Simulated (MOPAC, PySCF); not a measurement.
H3InO2, SMILES `[InH]([OH])[OH]` (H–O–In–O torsion 0°, O–In–O–H torsion 0°), neutral singlet in the gas phase. 

Cartesian coordinates (Å):
```xyz
6

O     -1.6067    -0.5554     0.0243
In    -0.1037     0.7632     0.0114
O      1.6965    -0.1059    -0.0340
H     -1.3161    -1.4732     0.0079
H     -0.3313     2.4393     0.0362
H      1.6612    -1.0680    -0.0459
```
Charge 0, spin multiplicity 1.

All levels are single points at this geometry (B3LYP-D3(BJ)/def2-TZVP); Pople sets use spherical d functions. Orbital energies aren't observables, and empty levels follow the basis.

```tsv
level	HOMO (eV)	LUMO (eV)	gap (eV)	dipole (D)	vertical IE, Delta-SCF (eV)
M06-2X/def2-TZVP in PySCF	-10.07	-0.68	9.39	0.31	11.08
B3LYP/6-311+G** (LANL2DZ on In) in PySCF	-8.12	-1.36	6.76	0.21	–
B3LYP/6-31G* (LANL2DZ on In) in PySCF	-7.47	-1.01	6.45	0.75	10.13
PBE/6-31G* (LANL2DZ on In) in PySCF	-6.11	-1.57	4.54	0.90	9.75
HF/6-31G* (LANL2DZ on In) in PySCF	-12.20	1.40	13.60	0.40	11.82
PM3 in MOPAC	-11.77	-2.29	9.48	0.93	–
```
